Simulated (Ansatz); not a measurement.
The same molecule with X = F, Cl, Br. Ansatz, PBE0-D4/def2-TZVP geometries, multiplicity 1.

Scalar relativity is left out up to krypton.

| X | molecule | mean X–C bond length / Å | LUMO energy (ωB97M-V/def2-TZVPP) / eV | HOMO–LUMO gap (ωB97M-V/def2-TZVPP) / eV | LUMO energy (PBE0/def2-TZVPP) / eV |
| --- | --- | --- | --- | --- | --- |
| F | `N#CCF` | 1.369 | 1.61 | 13.85 | -0.55 |
| Br | `N#CCBr` | 1.940 | 0.67 | 11.68 | -1.46 |

(1) Give the row for X = Cl, `N#CCCl`. (An estimate is asked.)

## Answers

(1) Ansatz gave: 
| X | molecule | mean X–C bond length / Å | LUMO energy (ωB97M-V/def2-TZVPP) / eV | HOMO–LUMO gap (ωB97M-V/def2-TZVPP) / eV | LUMO energy (PBE0/def2-TZVPP) / eV |
| --- | --- | --- | --- | --- | --- |
| Cl | `N#CCCl` | 1.775 | 1.32 | 12.89 | -0.90 |

From F to Br the mean X–C bond length rises at each step, by 0.571 Å in all; the LUMO energy (ωB97M-V/def2-TZVPP) falls at each step, by 0.94 eV in all; the HOMO–LUMO gap (ωB97M-V/def2-TZVPP) falls at each step, by 2.17 eV in all; the LUMO energy (PBE0/def2-TZVPP) falls at each step, by 0.91 eV in all. Bonds lengthen as the atom grows down the group.

Spin–orbit coupling is left out; it splits and shifts lone-pair levels of the heavy atoms by tenths of an eV.
